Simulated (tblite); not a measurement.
C₃H₁₂N₂OSi.
Cartesian coordinates in Å at the GFN2-xTB level; atoms count from 1:
```xyz
19
C3H12N2OSi angstrom
C      2.5239    0.3707    0.3469
C      1.7206    0.4202   -0.9457
O      0.6190   -0.4413   -0.8856
Si    -0.8751   -0.1328   -0.3271
C     -1.6214   -1.8491   -0.0396
N     -0.8652    0.7074    1.1915
N     -1.6593    0.8704   -1.5187
H      1.8874    0.6585    1.1786
H      3.3760    1.0430    0.2878
H      2.8777   -0.6421    0.5200
H      1.3887    1.4454   -1.1441
H      2.3389    0.0868   -1.7876
H     -1.2309   -2.3076    0.8613
H     -2.6999   -1.7872    0.0613
H     -1.4034   -2.5130   -0.8685
H     -0.5305    1.6587    1.1880
H     -1.6926    0.6527    1.7621
H     -2.6108    1.1582   -1.3557
H     -1.5528    0.6103   -2.4867
```

All values are computed: GFN2-xTB (tblite) harmonic vibrations without scaling, gas phase. Against measured fundamentals such values can be off by several per cent, at times by over 20. One conformer, not necessarily the lowest.

Harmonic wavenumbers (cm⁻¹): 27.2, 69.5, 85.1, 120.7, 154.6, 180.5, 186.7, 214.7, 218.9, 249.6, 262.5, 333.0, 429.7, 559.7, 575.4, 668.2, 746.1, 793.0, 797.4, 804.7, 835.5, 865.8, 882.2, 913.3, 986.6, 1087.6, 1149.3, 1159.7, 1263.7, 1336.8, 1381.5, 1394.0, 1474.1, 1487.1, 1497.4, 1498.1, 1499.3, 1529.4, 1532.5, 2899.4, 2918.6, 3037.1, 3047.8, 3050.6, 3057.9, 3060.8, 3066.3, 3468.7, 3472.0, 3506.2, 3512.1.

A = 2949, B = 1407, C = 1367 MHz; mass 120.072 u (most abundant isotopes); point group C1, symmetry number 1.

Task: What is the zero-point energy?

Result: ½Σν̃ = 34674 cm⁻¹ = 414.80 kJ/mol.

Task: What is S at 400 K and 1 bar for an ideal gas of classical rigid rotors and harmonic oscillators?

Result: Translation 174.68, rotation 122.61, vibration 201.59: S = 498.9 J/(mol K).

Task: And Cp and H(400 K) − H(0)?

Result: Cp = 211.06 J/(mol K), of which vibrations give 177.80 (their classical limit is 51 R = 424.0); H(400 K) − H(0) = 52.87 kJ/mol without the zero-point energy, 39.57 from vibrations.

Task: What must be added to the electronic energy to get the Gibbs energy at 400 K and 1 bar?

Result: ZPE + [H(400 K) − H(0)] − T·S = 414.80 + 52.87 − 199.55 = 268.12 kJ/mol.

Task: Which modes carry the vibrational entropy at 400 K?

Result: 27.2 cm⁻¹: 27.64; 69.5 cm⁻¹: 19.86; 85.1 cm⁻¹: 18.19; 120.7 cm⁻¹: 15.32; 154.6 cm⁻¹: 13.30; 180.5 cm⁻¹: 12.05 J/(mol K); the other 45 give 95.22 together.

Task: How do the functions run with temperature in this model?

Result: 
| T (K) | S (J/(mol K)) | Cp (J/(mol K)) | H − H(0) (kJ/mol) | G − H(0) (kJ/mol) | ln q(vib) |
| --- | --- | --- | --- | --- | --- |
| 150 | 344.3 | 117.3 | 11.56 | -40.08 | 4.31 |
| 250 | 413.3 | 156.1 | 25.24 | -78.09 | 7.69 |
| 298.15 | 442.4 | 174.5 | 33.20 | -98.70 | 9.23 |
| 600 | 595.8 | 267.2 | 101.04 | -256.42 | 18.02 |
| 900 | 715.5 | 323.1 | 190.21 | -453.76 | 25.64 |

q(vib) and H(0) count from the zero-point level.

Hindered rotation and anharmonicity are outside this model. Other conformers, if any are populated, would add a mixing term that is left out. The structure is chiral; the term R ln 2 for an equal mix with its mirror image is left out.
